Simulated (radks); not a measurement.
The nitrogen anion N-, [He] 2s2 2p4, held by a Watson sphere: a shell of charge +1 at radius R that stands for the Madelung well of a crystal (potential energy -1/R inside, -1/r outside, in hartree with lengths in bohr). Method: scalar-relativistic Kohn-Sham, LDA (Slater exchange, VWN5 correlation), spin-polarised, spherical densities, point nucleus; open shells are filled with parallel spins first; computed with a radial shooting solver on a logarithmic mesh with Libxc functionals. Response by self-consistent Sternheimer equations with the Hartree and adiabatic LDA kernel, the relativistic mass of each level held fixed and spin-orbit coupling left out. The sphere does not respond.

R (bohr)  e(2s down) (eV)  e(2p up) (eV)  e(2p down) (eV)  <r> 2p (bohr)  sum of <r^2> (bohr^2)  X-ray form factor at sin(theta)/lambda = 0.2 1/angstrom  alpha (bohr^3)
2.88              -14.705         -6.290           -4.155          1.886                  20.83                                                    4.662           22.25
3.05              -14.425         -6.031           -3.909          1.920                  21.28                                                    4.649           24.37
3.28              -14.075         -5.706           -3.597          1.965                  21.86                                                    4.635           27.53
3.32              -14.018         -5.653           -3.545          1.973                  21.96                                                    4.633           28.12
3.44              -13.851         -5.496           -3.393          1.997                  22.25                                                    4.628           29.95
3.48              -13.797         -5.446           -3.344          2.005                  22.35                                                    4.626           30.59
3.8               -13.397         -5.070           -2.976          2.069                  23.10                                                    4.616           36.23
